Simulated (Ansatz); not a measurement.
Reactions of `FC[NH][AlH2]`.

Isolated molecules relaxed with PBE0-D4/def2-TZVP in Ansatz; ΔE leaves out vibrations. CBS: MP2 limit from def2 TZ/QZ plus the TZ coupled-cluster correction, frozen cores. This one scheme is used for every species, atoms too. Open shells (•) are unrestricted, without spin–orbit coupling. Spin–orbit coupling would lower the free atoms: a little for Al, C, F. One conformer a species, not always the lowest.

```json
{"reaction": "`FC[NH][AlH2]` + `O[SiH](O)[SiH3]` → `O[SiH]([SiH3])[O][AlH2]` + `NCF`", "CCSD(T)/def2-SVP (kcal/mol)": "-17.7"}
{"reaction": "`FC[NH][AlH2]` + `FC[SiH3]` → `F[CH]([AlH2])[SiH3]` + `NCF`", "CCSD(T)/def2-SVP (kcal/mol)": "26.0"}
{"reaction": "`FC[NH][AlH2]` + H₂S → `[AlH2][NH]CS` + H–F", "CCSD(T)/def2-SVP (kcal/mol)": "2.9"}
{"reaction": "`FC[NH][AlH2]` + `C=C=N` → `C=C=[N][AlH2]` + `NCF`", "CCSD(T)/def2-SVP (kcal/mol)": "-7.1"}
{"reaction": "`FC[NH][AlH2]` → Al• + C• + F• + 5 H• + N•", "CCSD(T)/def2-SVP (kcal/mol)": "679.5"}
```

Task: Give the CCSD(T)/CBS values in the same order. (Estimate.)

Result: The calculation gave: -16.8, 24.9, -2.4, -6.8, 722.9 kcal/mol.

Largest T1 diagnostic: 0.018, for Al•.
